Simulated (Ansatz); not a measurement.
Species: CH3Zn (charge 0, doublet). The spin state was set by rule; other spins were not relaxed. 
Coordinates optimised at B3LYP-D3(BJ)/def2-TZVP (Ansatz, a first-principles code):
```xyz
5

Zn    -0.3526    -0.2204    -0.2831
C      1.0971     0.6858     0.8809
H      1.6225    -0.0947     1.4297
H      0.5981     1.3733     1.5626
H      1.7754     1.2194     0.2163
```
Charge 0, spin multiplicity 2.

Total electronic energies in hartree. Cores are frozen in the correlated levels unless marked. UHF or UKS for open shells. Spin-orbit coupling is left out. Frozen are the shells of the preceding noble gas and the d and f shells that filled before the atom's block. Non-relativistic. CBS marks a two-point X^-3 extrapolation of the correlation energy; Hartree-Fock from the larger set. [CCSD(T)-MP2]/basis is that difference in the basis named.

| level | program | energy (Eh) |
|---|---|---|
| r2SCAN-D3(BJ)/def2-TZVPD | Ansatz + dftd3 | -1819.23312 |
| PBE0-D4/def2-TZVPD | Ansatz + dftd4 | -1818.97552 |
| BHLYP-D3(BJ)/def2-TZVPD | Ansatz + dftd3 | -1819.20951 |
| BHLYP/def2-TZVPD | Ansatz | -1819.20598 |
| MP2/def2-TZVPPD | Ansatz | -1818.06751 |
| RI-MP2/def2-QZVPP | Ansatz | -1818.15365 |
| CCSD/6-31G* | Ansatz | -1817.44051 |
| CCSD(T)/6-31G* | Ansatz | -1817.45168 |
| RI-MP2/CBS(def2-TZVPPD,def2-QZVPPD)+[CCSD(T)-MP2]/def2-TZVPPD | Ansatz | -1818.1794 |

Totals of different functionals don't rank their quality; only differences between species are comparable.
